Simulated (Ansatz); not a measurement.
A nudged elastic band was laid between two geometries of AlFH₄OSi (8 atoms, charge 0, multiplicity 1).

Theory: Ansatz, RKS B3LYP-D4/6-31G*.

| Item | Value |
| --- | --- |
| movable images | 1 |
| climbing image | no |
| spring | 5.0 eV/Å² |
| optimiser | quadratic models (default) |
| start path | through a guess of the saddle point |
| force threshold | 0.05 eV/Å |
| iteration limit | 60 |
| end points | relaxed |

First end point:

```xyz
8
Properties=species:S:1:pos:R:3
Al 0.325 -0.058 0.309
H 0.781 0.135 1.796
F 1.354 0.383 -0.907
O -1.188 -0.702 -0.076
Si -2.575 -1.291 -0.736
H -3.005 -2.513 -0.005
H -3.656 -0.272 -0.642
H -2.378 -1.642 -2.169
```

Last end point:

```xyz
8
Properties=species:S:1:pos:R:3
Al -0.550 0.995 0.712
H 1.971 -0.263 0.559
F 1.214 -0.687 0.196
O -1.710 -0.046 -0.031
Si -2.599 -1.207 -0.783
H -2.538 -2.497 -0.039
H -4.030 -0.800 -0.879
H -2.100 -1.456 -2.166
```

Task: What changes between the two ends?

Result: Bonds broken: Al1–H2, Al1–F3. Bonds formed: H2–F3. AlFH4OSi becomes AlH3OSi + FH.

Task: Give the energies along the band, and the barrier.

Result: It converged. The highest image is number 2 of 0 to 2, 2.51 eV above the first end and 0.00 eV above the last; the last end lies 2.51 eV above the first. The highest image is an end point: on this band no image between the ends rises above it. So few images can step over the top or miss a turn of the path. The orbitals stay closed-shell, which can raise the energy where a bond breaks towards radicals; this wasn't checked here.

| image | path coordinate (Å) | energy (eV) | Al1–H2 (Å) | Al1–F3 (Å) | H2–F3 (Å) |
| --- | --- | --- | --- | --- | --- |
| 0 | 0.00 | 0.00 | 1.57 | 1.65 | 2.77 |
| 1 | 2.28 | 0.09 | 1.56 | 1.65 | 2.67 |
| 2 | 4.56 | 2.51 | 2.82 | 2.49 | 0.94 |

The band took 19 iterations and roughly 70 core-seconds.

The run took 72 s on 1 thread of Arm Neoverse V1, on a shared host, peak memory 0.17 GiB.
